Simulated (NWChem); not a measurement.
Si₅H₁₁, doublet; SMILES [SiH2][Si]([SiH3])([SiH3])[SiH3]

```xyz
16

Si     0.0019    -1.5877     1.7576
Si     0.0000    -0.0448     0.0117
Si     0.0010     2.1469     0.8678
Si    -1.9214    -0.3823    -1.2955
Si     1.9187    -0.3826    -1.2993
H      1.2282    -1.5344     2.6156
H     -1.2235    -1.5361     2.6169
H      1.2205     2.3646     1.7057
H     -0.0032     3.1471    -0.2463
H     -1.2138     2.3628     1.7132
H     -1.9630     0.6163    -2.4087
H     -1.9132    -1.7587    -1.8802
H     -3.1496    -0.2195    -0.4573
H      3.1484    -0.2259    -0.4622
H      1.9062    -1.7570    -1.8888
H      1.9614     0.6196    -2.4091
```
Atoms are numbered in this order, from 1.

Program: NWChem. Spin-unrestricted. All runs use the structure optimised with PBE0/def2-SVP, spin-unrestricted. Not confirmed as a minimum by frequencies. No stability test was run on the SCF state. Level: M06-2X/def2-SVP with SMD (1 M gas to 1 M solution), gas-phase geometry. Reactions with the solvent are ignored.

Q: What does the run give for solvent anisole? Quantities: solvation free energy (kcal/mol); cavity-dispersion-structure term (kcal/mol); dipole in solution (D).

A: 
```yaml
solvation free energy (kcal/mol): 0.0
cavity-dispersion-structure term (kcal/mol): 0.3
dipole in solution (D): 0.10
```
